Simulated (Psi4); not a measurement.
C5H5N (SMILES C#CC=C=CN), singlet, at a GFN2-xTB geometry; CAM-B3LYP/def2-SV(P) (Psi4).

Psi4 was given this input:
```
memory 2 GB

molecule {
0 1
C     2.60529912    1.11487580    0.86603663
C     1.84455104    0.41712932    0.25285317
C     0.96198036   -0.40272505   -0.48904417
C    -0.30324031   -0.54101810   -0.19112624
C    -1.56396026   -0.68589462    0.10076214
N    -2.62062568    0.02818712   -0.47192242
H     3.26945319    1.72168143    1.40541894
H     1.40596015   -0.92759219   -1.33057535
H    -1.87670591   -1.46973337    0.78128972
H    -3.39345920    0.19253583    0.15658967
H    -2.32864798    0.87159437   -0.94615519
}

set {
  basis def2-sv(p)
}

energy('cam-b3lyp')
print_variables()
```

**Question.** Write the output that Psi4 gives for this input, abridged.

**Answer.** 
```
   => Loading Basis Set <=

    Name: DEF2-SV(P)
    Role: ORBITAL
    Keyword: BASIS

         ---------------------------------------------------------
                                   SCF
               by Justin Turney, Rob Parrish, Andy Simmonett
                          and Daniel G. A. Smith
                              RKS Reference
         ---------------------------------------------------------

  ==> Geometry <==

    Molecular point group: c1
    Full point group: C1

    Geometry (in Angstrom), charge = 0, multiplicity = 1:

       Center              X                  Y                   Z               Mass
    ------------   -----------------  -----------------  -----------------  -----------------
         C            2.568705140476     1.119751163929     0.866890572922    12.000000000000
         C            1.807957060476     0.422004683929     0.253707112922    12.000000000000
         C            0.925386380476    -0.397849686071    -0.488190227078    12.000000000000
         C           -0.339834289524    -0.536142736071    -0.190272297078    12.000000000000
         C           -1.600554239524    -0.681019256071     0.101616082922    12.000000000000
         N           -2.657219659524     0.033062483929    -0.471068477078    14.003074004430
         H            3.232859210476     1.726556793929     1.406272882922     1.007825032230
         H            1.369366170476    -0.922716826071    -1.329721407078     1.007825032230
         H           -1.913299889524    -1.464858006071     0.782143662922     1.007825032230
         H           -3.430053179524     0.197411193929     0.157443612922     1.007825032230
         H           -2.365241959524     0.876469733929    -0.945301247078     1.007825032230

  Running in c1 symmetry.

  Rotational constants: A =      0.46607  B =      0.05213  C =      0.04955 [cm^-1]
  Rotational constants: A =  13972.40019  B =   1562.86537  C =   1485.50262 [MHz]
  Nuclear repulsion =  178.892269533828312

  Charge       = 0
  Multiplicity = 1
  Electrons    = 42
  Nalpha       = 21
  Nbeta        = 21

  ==> Algorithm <==

  SCF Algorithm Type is DF.
  DIIS enabled.
  MOM disabled.
  Fractional occupation disabled.
  Guess Type is SAD.
  Energy threshold   = 1.00e-06
  Density threshold  = 1.00e-06
  Integral threshold = 1.00e-12

  ==> Primary Basis <==

  Basis Set: DEF2-SV(P)
    Blend: DEF2-SV(P)
    Number of shells: 46
    Number of basis functions: 94
    Number of Cartesian functions: 100
    Spherical Harmonics?: true
    Max angular momentum: 2

  ==> DFT Potential <==

   => LibXC <=

    Version 7.1.2
    S. Lehtola, C. Steigemann, M. J. T. Oliveira, and M. A. L. Marques,  SoftwareX 7, 1–5 (2018) (10.1016/j.softx.2017.11.002)

   => Composite Functional: CAM-B3LYP <=

    CAM-B3LYP Hyb-GGA Exchange-Correlation Functional

    T. Yanai, D. P. Tew, and N. C. Handy,  Chem. Phys. Lett. 393, 51 (2004) (10.1016/j.cplett.2004.06.011)

    Deriv               =              1
    GGA                 =           TRUE
    Meta                =          FALSE

    Exchange Hybrid     =           TRUE
    MP2 Hybrid          =          FALSE

   => Exchange Functionals <=

    0.3500         Becke 88 [omega = 0.3300]
    0.4600   Short-range recipe for B88 functional - erf [omega = 0.3300]

   => Exact (HF) Exchange <=

    0.4600            HF,LR [omega = 0.3300]
    0.1900               HF

   => Correlation Functionals <=

    0.1900   Vosko, Wilk & Nusair (VWN5)
    0.8100   Lee, Yang & Parr

   => LibXC Density Thresholds  <==

    XC_HYB_GGA_XC_CAM_B3LYP:  1.00E-14

   => Molecular Quadrature <=

    Radial Scheme          =       TREUTLER
    Pruning Scheme         =           NONE
    Nuclear Scheme         =       TREUTLER

    Blocking Scheme        =         OCTREE
    BS radius alpha        =              1
    Pruning alpha          =              1
    Radial Points          =             75
    Spherical Points       =            302
[...]

  ==> MemDFJK: Density-Fitted J/K Matrices <==

    J tasked:                   Yes
    K tasked:                   Yes
    wK tasked:                  Yes
    Omega:                3.300E-01
    Algorithm:                 Core
    Schwarz Cutoff:           1E-12
    Mask sparsity (%):       4.7986
    Fitting Condition:        1E-10

   => Auxiliary Basis Set <=

  Basis Set: (DEF2-SV(P) AUX)
    Blend: DEF2-UNIVERSAL-JKFIT
    Number of shells: 180
    Number of basis functions: 542
    Number of Cartesian functions: 638
    Spherical Harmonics?: true
    Max angular momentum: 4

  Minimum eigenvalue in the overlap matrix is 8.4541112420E-04.
  Reciprocal condition number of the overlap matrix is 1.6428375308E-04.
    Using symmetric orthogonalization.

  ==> Pre-Iterations <==

  SCF Guess: Superposition of Atomic Densities via on-the-fly atomic UHF (no occupation information).

   -------------------------
    Irrep   Nso     Nmo
   -------------------------
     A         94      94
   -------------------------
    Total      94      94
   -------------------------

  ==> Iterations <==

                           Total Energy        Delta E     RMS |[F,P]|

   @DF-RKS iter SAD:  -246.97008443445486   -2.46970e+02   0.00000e+00
   @DF-RKS iter   1:  -247.54899422488648   -5.78910e-01   7.22945e-03 DIIS/ADIIS
   @DF-RKS iter   2:  -247.67383396101951   -1.24840e-01   5.58702e-03 DIIS/ADIIS
   @DF-RKS iter   3:  -247.80627963120827   -1.32446e-01   9.30930e-04 DIIS/ADIIS
   @DF-RKS iter   4:  -247.80951738759364   -3.23776e-03   2.36203e-04 DIIS/ADIIS
   @DF-RKS iter   5:  -247.80968977596746   -1.72388e-04   1.47997e-04 DIIS/ADIIS
   @DF-RKS iter   6:  -247.80978398541225   -9.42094e-05   2.66135e-05 DIIS
   @DF-RKS iter   7:  -247.80978711684136   -3.13143e-06   1.03619e-05 DIIS
   @DF-RKS iter   8:  -247.80978761265911   -4.95818e-07   2.46939e-06 DIIS
   @DF-RKS iter   9:  -247.80978765572945   -4.30703e-08   7.23016e-07 DIIS
  Energy and wave function converged.

  ==> Post-Iterations <==

   Electrons on quadrature grid:
      Ntotal   =   42.0000127597 ; deviation = 1.276e-05

    Orbital Energies [Eh]
    ---------------------

    Doubly Occupied:

[...]
    Virtual:

[...]
      94A      3.550358

    Final Occupation by Irrep:
              A
    DOCC [    21 ]
    NA   [    21 ]
    NB   [    21 ]

  @DF-RKS Final Energy:  -247.80978765572945

   => Energetics <=

    Nuclear Repulsion Energy =            178.8922695338283120
    One-Electron Energy =                -687.0258467519622627
    Two-Electron Energy =                 286.2112105016935288
    DFT Exchange-Correlation Energy =     -25.8874209392890542
    Empirical Dispersion Energy =           0.0000000000000000
    VV10 Nonlocal Energy =                  0.0000000000000000
    Total Energy =                       -247.8097876557294796

Computation Completed

Properties will be evaluated at   0.000000,   0.000000,   0.000000 [a0]

Properties computed using the SCF density matrix

 Multipole Moments:

 ------------------------------------------------------------------------------------
     Multipole            Electronic (a.u.)      Nuclear  (a.u.)        Total (a.u.)
 ------------------------------------------------------------------------------------

 L = 1.  Multiply by 2.5417464519 to convert [e a0] to [Debye]
 Dipole X            :          2.2560737           -2.9044088           -0.6483351
 Dipole Y            :         -0.0936283            0.3869503            0.2933220
 Dipole Z            :          0.1465910            0.0677762            0.2143672
 Magnitude           :                                                    0.7431888

 ------------------------------------------------------------------------------------

  Variable Map:
  ----------------------------------------------------------------------------
[...]
  Array Variable Map:
  ----------------------------------------------------------------------------
[...]
[...]
```
